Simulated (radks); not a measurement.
Results of a calculation; reference values are marked as such.
How relativity changes the ionisation of neutral gold ([Xe] 4f14 5d10 6s1) to Au+ ([Xe] 4f14 5d10). Spin-unpolarised spherical Kohn-Sham, PBEsol, point nucleus unless stated (finite: rms radius 5.4371 fm), a radial shooting solver on a logarithmic mesh with Libxc functionals. A level marked "c x" has the speed of light scaled by that factor.

[
 {"level": "non-rel.", "E(Au) (hartree)": "-17864.7706", "E(Au+) (hartree)": "-17864.5035", "IE (eV)": "7.268", "HOMO": "6s", "<r> HOMO (bohr)": "3.340"},
 {"level": "scalar-rel.", "E(Au) (hartree)": "-19006.6138", "E(Au+) (hartree)": "-19006.2669", "IE (eV)": "9.440", "HOMO": "6s", "<r> HOMO (bohr)": "2.845"},
 {"level": "scalar-rel., finite nucleus", "E(Au) (hartree)": "-19002.3673", "E(Au+) (hartree)": "-19002.0207", "IE (eV)": "9.432", "HOMO": "6s", "<r> HOMO (bohr)": "2.846"},
 {"level": "Dirac", "E(Au) (hartree)": "-19042.8134", "E(Au+) (hartree)": "-19042.4658", "IE (eV)": "9.458", "HOMO": "6s1/2", "<r> HOMO (bohr)": "2.845"},
 {"level": "Dirac, finite nucleus", "E(Au) (hartree)": "-19038.5180", "E(Au+) (hartree)": "-19038.1707", "IE (eV)": "9.450", "HOMO": "6s1/2", "<r> HOMO (bohr)": "2.846"},
 {"level": "Dirac, c x 0.75", "E(Au) (hartree)": "-20401.8697", "E(Au+) (hartree)": "-20401.4008", "IE (eV)": "12.759", "HOMO": "5d5/2", "<r> HOMO (bohr)": "1.734"},
 {"level": "Dirac, c x 10", "E(Au) (hartree)": "-17874.6493", "E(Au+) (hartree)": "-17874.3816", "IE (eV)": "7.284", "HOMO": "6s1/2", "<r> HOMO (bohr)": "3.335"},
 {"level": "Dirac, c x 100", "E(Au) (hartree)": "-17864.8692", "E(Au+) (hartree)": "-17864.6021", "IE (eV)": "7.268", "HOMO": "6s1/2", "<r> HOMO (bohr)": "3.340"}
]

NIST Atomic Spectra Database: 9.226 eV (measured). The relativistic part of the total energy of Au is -1174 hartree (Dirac, finite nucleus), 6.6 % of the non-relativistic value. Spin polarisation and multiplet splitting of open shells are left out at every level.

Beside tabulated values, note that relativity, absent from the non-relativistic runs, is large for the heavy elements, and spin-unpolarised runs miss the spin-polarisation part of the exchange energy of open shells.
